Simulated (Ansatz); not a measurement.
`C[SiH2][AsH2]` + `B[SiH2]O` → `B[AsH2]` + `C[SiH2][SiH2]O` at 500 K and 1 bar (redistribution).

Calculated with Ansatz (gas phase, PBE0-D4/def2-TZVP geometries, no zero-point term in ΔE). CCSD(T)/CBS is the MP2 limit (def2-TZVPP, def2-QZVPP) plus CCSD(T) − MP2 in def2-TZVPP, frozen cores. For As outer-core shells are correlated without core-valence functions, which leaves a few kJ/mol of doubt a bond. Scalar relativity is left out up to krypton. One conformer a species, not always the lowest.

```json
{"species": "`C[SiH2][AsH2]`", "CCSD(T)/CBS energy (Eh)": "-2566.35921", "H − E (kJ/mol)": "225.3", "S (J/(mol·K))": "392.0"}
{"species": "`B[SiH2]O`", "CCSD(T)/CBS energy (Eh)": "-392.05150", "H − E (kJ/mol)": "169.7", "S (J/(mol·K))": "351.6"}
{"species": "`B[AsH2]`", "CCSD(T)/CBS energy (Eh)": "-2262.17165", "H − E (kJ/mol)": "121.3", "S (J/(mol·K))": "305.2"}
{"species": "`C[SiH2][SiH2]O`", "CCSD(T)/CBS energy (Eh)": "-696.24339", "H − E (kJ/mol)": "275.1", "S (J/(mol·K))": "433.9"}
```

H − E and S are ideal-gas, rigid-rotor, harmonic terms from PBE0-D4/def2-TZVP, for one conformer and one mirror image of each species. 1 Eh = 2625.50 kJ/mol, R = 8.31446 J/(mol·K).

Q: By hand: ΔE, ΔH, ΔS and ΔG.

A: ΔE = (-2262.17165) + (-696.24339) − (-2566.35921) − (-392.05150) = -0.00433 Eh = -11.4 kJ/mol. Δ(H − E) = 121.3 + 275.1 − 225.3 − 169.7 = 1.4, so ΔH = -10.0 kJ/mol. ΔS = 305.2 + 433.9 − 392.0 − 351.6 = -4.5 J/(mol·K). ΔG = -10.0 − 500 × (-4.5)/1000 = -7.8 kJ/mol.

Q: By hand: the equilibrium constant, and the temperature at which ΔG would vanish if ΔH and ΔS stayed fixed.

A: log₁₀ K = −ΔG/(RT ln 10) = 0.8. ΔG = 0 at ΔH/ΔS = 2222 K, though so small a ΔS makes that figure unsure.

The number of gas molecules stays the same, so ΔS is small and ΔH decides. A doubt of 5 kJ/mol in ΔE shifts log₁₀ K by 0.5 here. Other conformers and mirror images would add mixing entropy, several J/(mol·K) or more a flexible species. Modes under 60 cm⁻¹, often nearly free rotors, make the harmonic entropy too high. These are equilibria of isolated gas molecules and say nothing of rates. Largest T1 diagnostic: 0.014 (customary marks: 0.02 for closed shells, 0.045 for open ones).
